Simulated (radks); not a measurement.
Fractional charge and spin in the 4p shell of silver: the spin-up occupation runs from 2 to 3 and the spin-down occupation from 2 to 3; the fullest corner is Ag3+, [Ar] 3d10 4s2 4d(up 4, down 4) 4p(up 3, down 3). Method: scalar-relativistic Kohn-Sham, PBEsol, spin-polarised, spherical densities, finite nucleus; Fermi nuclear charge, rms radius of each element as measured or else 0.836 A^(1/3) + 0.57 fm; computed with a radial shooting solver on a logarithmic mesh with Libxc functionals. Energy (eV) minus the two flat planes that join the four corners (they meet along the diagonal where the two added fractions sum to one electron); zero is where a piecewise linear energy would lie.

| down \ up | 2 | 2.25 | 2.5 | 2.75 | 3 |
|---|---|---|---|---|---|
| 2 | 0.000 | -1.800 | -2.390 | -1.786 | 0.000 |
| 2.25 | -1.800 | -2.319 | -1.645 | 0.208 | -1.699 |
| 2.5 | -2.390 | -1.645 | 0.278 | -1.562 | -2.254 |
| 2.75 | -1.786 | 0.208 | -1.562 | -2.186 | -1.682 |
| 3 | 0.000 | -1.699 | -2.254 | -1.682 | 0.000 |

Corners above the fullest one (they belong to Ag4+ and the next ion): (up 3, down 2) 105.64 eV, (up 2, down 3) 105.64 eV, (up 2, down 2) 230.98 eV. With half an added electron in each spin the energy lies 0.278 eV from the planes, and with half an added electron in spin up alone -2.390 eV. The planes are only a guide here: the flat-plane condition holds for ground states with one frontier orbital, while this shell lies below other occupied shells, so the corners above the fullest one are inner-hole states and not the ground states of those ions.
